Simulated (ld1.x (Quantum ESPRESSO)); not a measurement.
## Which setting gave this result? (arsenic (As), TM)

Base potential:

* Element: arsenic
* Generator: ld1.x (Quantum ESPRESSO) 7.5
* Type: norm-conserving Troullier–Martins (Kleinman–Bylander form)
* Functional: PW91
* Relativity: scalar-relativistic
* Frozen core: [Ar] 3d10
* Valence charge: 5
* Reference configuration: 4s2 4p3
* Partial waves: 4s (bound): rc 1.60 bohr; 4p (bound): rc 1.80 bohr
* Local potential: all-electron potential smoothed inside 1.75 bohr (lloc = -1)
* Core correction: a·sin(br)/r model core inside 1.30 bohr

Cutoffs, loose and tight: the cutoffs (Ry, on a coarse ladder) from which the occupation-weighted sum of valence levels, in a spherical-Bessel basis at the reference potential, stays within 10 and 1 mRy of its value at 400 Ry. They do not see the model core or the augmentation charge, which bear on the density cutoff. Test errors are all-electron minus pseudo excitation energies from the reference, over the configurations 4s2 4p2; 4s2 4p1; 4s2 4p0; 4s2 4p2.5; 4s1 4p3; 4s1 4p0; 4s2 4p3.3; variants that change the core or the reference have their own tests.

Only the scale of all radii but the core radius (base = 1) is moved:

| scale of all radii but the core radius (base = 1) | cutoff, loose | cutoff, tight | bound ghosts | largest test error (meV) |
| --- | --- | --- | --- | --- |
| 0.75 | 80 Ry | 180 Ry | s | +478 |
| 0.88 | 35 Ry | 80 Ry | none | -286 |
| 1.04 | 30 Ry | 50 Ry | none | -311 |
| 1.28 | 18 Ry | 40 Ry | none | -390 |
| 1.33 | 15 Ry | 35 Ry | none | -435 |

Problem. One more run gave cutoff, loose: 30 Ry; cutoff, tight: 45 Ry; bound ghosts: none; largest test error (meV): -334. Which value of the scale of all radii but the core radius (base = 1) was used?

Solution. 1.15. The tight cutoff moves one way along this sweep, from 180 Ry at 0.75 to 35 Ry at 1.33, which places the run between 1.04 and 1.28.
